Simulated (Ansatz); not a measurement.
Basis-set series for `[Cl][Sn][Br]`. Total charge 0; spin multiplicity 1. Sn: def2 effective core potential. Geometry: relaxed with PBE0-D4/def2-TZVP.

```tsv
functional	basis	functions	energy (Eh)	HOMO (eV)	LUMO (eV)
PBE0-D4	def2-SVP	76	-3247.87062	-7.71	-3.07
PBE0-D4	def2-TZVPP	140	-3248.35167	-7.86	-3.17
ωB97M-V	def2-SVP	76	-3248.09977	-9.66	-1.27
ωB97M-V	def2-TZVPP	140	-3248.57848	-9.86	-1.42
```

Problem. Give the rows for def2-QZVPP. (Estimate.)

Solution. Ansatz gave: 
```csv
functional,basis,functions,energy (Eh),HOMO (eV),LUMO (eV)
PBE0-D4,def2-QZVPP,241,-3248.41964,-7.88,-3.19
ωB97M-V,def2-QZVPP,241,-3248.64407,-9.88,-1.45
```

Scalar relativity is left out up to krypton.
